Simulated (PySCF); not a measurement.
BiBr2F. Atoms are numbered in the order given.

```xyz
4

Bi    -0.2628    -0.6617     0.0000
F      1.5752    -1.5482     0.0000
Br     0.1091     0.9836    -2.0134
Br     0.1091     0.9836     2.0134
```
Charge 0, spin multiplicity 1.

Coordinates come from a B3LYP-D3(BJ)/def2-SVP optimisation. The structure was generated by enumeration; whether it is a known compound was not checked. The def2 effective core potentials stand for the cores of Bi; spin–orbit coupling is left out.

Calculation: TDDFT-PBE0/def2-SVPD (PySCF).

Vertical excitations. Isolated molecule, no solvent. State labels are in the subgroup Cs.

```
state  symmetry  energy (eV)  λ (nm)      f                                              main pairs
-----  --------  -----------  ------  -----  ------------------------------------------------------
S1           A"         4.50     275  0.008                                          HOMO→LUMO 81 %
S2           A'         4.58     270  0.020                                        HOMO−1→LUMO 92 %
S3           A"         4.58     270  0.001                                        HOMO−2→LUMO 88 %
S4           A'         4.77     260  0.002                      HOMO−3→LUMO 75 %, HOMO→LUMO+1 17 %
S5           A'         4.92     252  0.000                      HOMO→LUMO+1 77 %, HOMO−3→LUMO 14 %
S6           A"         5.05     245  0.000                                        HOMO→LUMO+2 97 %
S7           A'         5.08     244  0.002                                      HOMO−2→LUMO+1 88 %
S8           A"         5.14     241  0.013                  HOMO−2→LUMO+2 47 %, HOMO−1→LUMO+1 44 %
S9           A'         5.15     241  0.005                                      HOMO−1→LUMO+2 95 %
S10          A"         5.27     235  0.001                  HOMO−3→LUMO+1 82 %, HOMO−2→LUMO+2 14 %
T1           A"         4.06     306      0                                          HOMO→LUMO 92 %
T2           A'         4.07     305      0                                        HOMO−1→LUMO 92 %
T3           A"         4.23     293      0                                        HOMO−2→LUMO 83 %
T4           A'         4.37     283      0  HOMO−3→LUMO 67 %, HOMO−2→LUMO+1 20 %, HOMO→LUMO+1 11 %
```
Triplets are in the Tamm–Dancoff approximation, which puts them higher than full response would, so one can lie above its singlet here.
